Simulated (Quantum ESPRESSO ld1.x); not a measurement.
Task: Species: Cd34+. Configuration: [Ne] 3s2 3p2. All-electron calculation, Dirac Kohn-Sham, LDA (Slater exchange, Perdew-Zunger correlation), spin-unpolarised, spherical densities, point nucleus; open shells fill j = l - 1/2 first. Program: ld1.x of Quantum ESPRESSO 7.5. Some entries of the table are withheld. Estimate them.

| orbital | occ. | eigenvalue (eV) | <1/r> (bohr^-1) | <r^2> (bohr^2) |
|---|---|---|---|---|
| 1s1/2 | 2 | (1) | 50.60 | 0.001251 |
| 2s1/2 | 2 | -5775.87 | 11.85 | 0.01978 |
| 2p1/2 | 2 | -5529.55 | 11.81 | (2) |
| 2p3/2 | 4 | -5331.79 | 11.07 | (3) |
| 3s1/2 | 2 | -2247.23 | 4.756 | 0.1142 |
| 3p1/2 | 2 | -2160.22 | (4) | 0.1052 |
| 3p3/2 | 0 | -2111.50 | (5) | 0.1103 |

Result: 
(1) 1s1/2 eigenvalue (eV): -28408.2
(2) 2p1/2 <r^2> (bohr^2): 0.01468
(3) 2p3/2 <r^2> (bohr^2): 0.01591
(4) 3p1/2 <1/r> (bohr^-1): 4.697
(5) 3p3/2 <1/r> (bohr^-1): 4.509
